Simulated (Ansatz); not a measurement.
Start from `CO[SiH](F)S[SiH2]Cl` and change one atom or group to get `CO[SiH](F)[SeH]`.

Ansatz, PBE0-D4/def2-TZVP geometries, multiplicity 1. Each molecule was computed in one conformer, which needn't be the lowest.

Scalar relativity is left out up to krypton.

```
                                      property  `CO[SiH](F)S[SiH2]Cl`
         LUMO energy (ωB97M-V/def2-TZVPP) / eV                   1.69
         HOMO–LUMO gap (B3LYP/def2-TZVPP) / eV                   7.46
       HOMO–LUMO gap (ωB97M-V/def2-TZVPP) / eV                  11.93
size of the dipole moment (PBE/def2-TZVPP) / D                   1.45
         HOMO energy (ωB97M-V/def2-TZVPP) / eV                 -10.24
           LUMO energy (B3LYP/def2-TZVPP) / eV                  -0.33
```

What does the change do to each property? (Estimate.)

The calculation gave: 
```csv
property,`CO[SiH](F)[SeH]`,shift
LUMO energy (ωB97M-V/def2-TZVPP) / eV,1.81,0.12
HOMO–LUMO gap (B3LYP/def2-TZVPP) / eV,6.85,-0.61
HOMO–LUMO gap (ωB97M-V/def2-TZVPP) / eV,11.44,-0.49
size of the dipole moment (PBE/def2-TZVPP) / D,2.09,0.64
HOMO energy (ωB97M-V/def2-TZVPP) / eV,-9.63,0.61
LUMO energy (B3LYP/def2-TZVPP) / eV,-0.35,-0.02
```

With PBE0 the HOMO rises by 0.61 eV and the LUMO rises by 0.07 eV, so the gap narrows by about 0.54 eV. PBE moves the HOMO by 0.53 eV and ωB97M-V by 0.61 eV. Dipoles are sizes alone; their direction can turn.

B3LYP here is the variant with VWN-RPA as its local correlation; programs differ in this.

Spin–orbit coupling is left out; it splits and shifts lone-pair levels of the heavy atoms by tenths of an eV.
